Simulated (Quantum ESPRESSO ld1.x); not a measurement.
Values are calculated unless marked as measured or tabulated.
Question: These are the eigenvalues of the occupied orbitals of an atom or ion with whole-number occupations (hartree). Level of theory: scalar-relativistic Kohn-Sham, LDA (Slater exchange, VWN5 correlation), spin-polarised, spherical densities, point nucleus (ld1.x of Quantum ESPRESSO 7.5).

orbital  eigenvalue
1s up      -3331.69
1s down    -3331.69
2s up      -599.910
2s down    -599.909
2p up      -513.485
2p down    -513.484
3s up      -145.955
3s down    -145.954
3p up      -121.273
3p down    -121.272
3d up      -96.4737
3d down    -96.4729
4s up      -34.6456
4s down    -34.6443
4p up      -26.5583
4p down    -26.5568
4d up      -17.3217
4d down    -17.3200
5s up      -7.32272
5s down    -7.31924
4f up      -7.14348
4f down    -7.14172
5p up      -5.03898
5p down    -5.03371
5d up      -2.49441
5d down    -2.48101
6s up      -1.90731

Which element is it, and in what charge state? The configuration may be excited. Open shells, if any, are filled with parallel spins first.

Answer: Z = 83, bismuth, charge +4: Bi4+ in [Xe] 4f14 5d10 6s1. The list shows which subshells hold electrons but not how many an open one holds; the 1s level, -3331.7 hartree, gives Z - s = 81.6 by -(Z - s)^2/2, which with screening and relativity narrows Z to a few neighbours, and the depths of the outer levels then fix element, charge and occupations together.
